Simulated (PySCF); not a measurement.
C4H9B, SMILES CB(C)C=C. Geometry optimised at PBE-D3(BJ)/def2-SVP. One conformer was computed; it need not be the lowest.

Task: Give the equilibrium geometry at PBE-D3(BJ)/def2-SVP (PySCF confirms it by a frequency run) as Cartesian coordinates in Å. (The exact figures need the calculation; the answer reports its results.)

Result: Several could match; the one computed here: 
```xyz
14

B      0.2252     0.3637     0.1594
C      1.4053     1.3869    -0.0766
H      2.3542     0.8260     0.1015
H      1.4173     2.2633     0.6014
H      1.4728     1.7342    -1.1295
C     -0.6147     0.4394     1.4931
H     -1.3348    -0.3815     1.6782
H     -1.1870     1.3956     1.4819
H      0.0578     0.5269     2.3743
C     -0.0534    -0.7120    -0.9492
C     -1.0071    -1.6683    -0.8655
H      0.5591    -0.7001    -1.8723
H     -1.1842    -2.4096    -1.6646
H     -1.6617    -1.7498     0.0201
```
Charge 0, spin multiplicity 1.
